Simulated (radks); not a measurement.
The numbers below are computed, except where a source is named.
Initial-state core-level shifts of neutral thallium when its valence configuration changes from [Hg] 6p1. Code: a radial shooting solver on a logarithmic mesh with Libxc functionals. Model: Dirac Kohn-Sham, PBE, spin-unpolarised, spherical densities, point nucleus; open shells are shared between the two j in proportion to 2j + 1. Shifts are changes of the shell-averaged eigenvalues in eV (positive: less bound).

valence,3s,4p,5s,5p
[Xe] 4f13 5d10 6s2 6p2,-22.812,-19.321,-9.845,-8.423
[Xe] 4f14 5d9 6s2 6p2,-5.745,-5.688,-5.406,-5.149
[Xe] 4f13.5 5d10 6s2 6p1.5,-11.284,-9.590,-4.906,-4.199
[Xe] 4f14 5d8 6s2 6p3,-11.532,-11.394,-10.742,-10.186
[Xe] 4f14 5d10 6s1 6p2,-1.895,-1.901,-1.909,-1.911
[Xe] 4f14 5d8.5 6s2 6p2.5,-8.629,-8.535,-8.079,-7.677
[Xe] 4f14 5d8 6s1 6p4,-13.156,-13.020,-12.352,-11.779
[Xe] 4f14 5d10 6p3,-3.622,-3.634,-3.648,-3.647
[Xe] 4f13 5d9 6s2 6p3,-28.771,-25.188,-15.317,-13.597
